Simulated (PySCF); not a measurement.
# Continuum solvent and chemical shifts

Cartesian coordinates in Å; atom numbers follow the order of the lines, from 1:
```xyz
20

C    -3.1412   -0.3197   -0.2658
C    -2.3052    0.4131    0.7679
N    -0.9178    0.5721    0.3556
C    -0.4818    1.6007   -0.4298
P     1.1832    1.4950   -0.8506
C     1.2701   -0.0224    0.0797
C     2.4401   -0.9031    0.2948
C     3.7592   -0.4662   -0.2910
O     2.3357   -1.9343    0.9282
C     0.0471   -0.3353    0.6373
H    -2.7358   -1.3242   -0.4574
H    -3.1592    0.2277   -1.2198
H    -4.1771   -0.4278    0.0886
H    -2.7118    1.4161    0.9653
H    -2.3069   -0.1258    1.7267
H    -1.1990    2.3743   -0.7082
H     3.6593   -0.2478   -1.3655
H     4.0949    0.4640    0.1949
H     4.5073   -1.2526   -0.1341
H    -0.1708   -1.2079    1.2537
```

GIAO PBE0/pcSseg-1 in PySCF 2.14 on one PBE0-D3(BJ)/def2-SVP conformer, non-relativistic, equivalent nuclei averaged. Solvents enter as an IEF-PCM continuum (cyclohexane with ε = 2.0, chloroform with ε = 4.7) around the gas-phase geometry. Shifts are referred to TMS computed in the same medium.

Gas phase, δ in ppm: C7 195.3, C4 159.4, C6 152.5, C10 140.1, C2 50.2, C8 30.0, C1 19.8, H20 8.15, H16 7.75, H14/H15 3.83, H17/H18/H19 2.50, H11/H12/H13 1.39. Dipole moment 4.48 D.

Task: How does each δ change in the continuum?

Result: 
| atoms | environment | Δδ, cyclohexane | Δδ, chloroform |
| --- | --- | --- | --- |
| C7 | ketone carbonyl carbon | +2.4 | +4.3 |
| C4 | ring CH next to a ring phosphorus | +2.5 | +4.6 |
| C6 | ring carbon next to a ring phosphorus | -0.6 | -1.2 |
| C10 | aromatic CH next to a ring nitrogen | +1.5 | +2.8 |
| C2 | sp3 CH2 bonded to N | +0.5 | +0.9 |
| C8 | methyl carbon α to a carbonyl | +0.6 | +1.1 |
| C1 | methyl carbon | +0.4 | +0.7 |
| H20 | hydrogen on an aromatic CH next to a ring nitrogen | +0.10 | +0.18 |
| H16 | hydrogen on a ring CH next to a ring phosphorus | +0.20 | +0.37 |
| H14/H15 | hydrogen on an sp3 CH2 bonded to N | +0.11 | +0.20 |
| H17/H18/H19 | hydrogen on a methyl carbon α to a carbonyl | +0.06 | +0.10 |
| H11/H12/H13 | hydrogen on a methyl carbon | +0.02 | +0.03 |

Changes are relative to the gas phase. The dipole moment becomes 5.05 D in cyclohexane, 5.52 D in chloroform.

Task: Which of the listed nuclei move most (in ppm), and what does the model miss? (N and O are left out, as their reference compounds move with the solvent too.)

Result: C4 (ring CH next to a ring phosphorus, +4.6 ppm) in chloroform. A continuum only polarises the solute; specific hydrogen bonds, the anisotropy of aromatic solvents and changes of geometry or conformer are outside it.
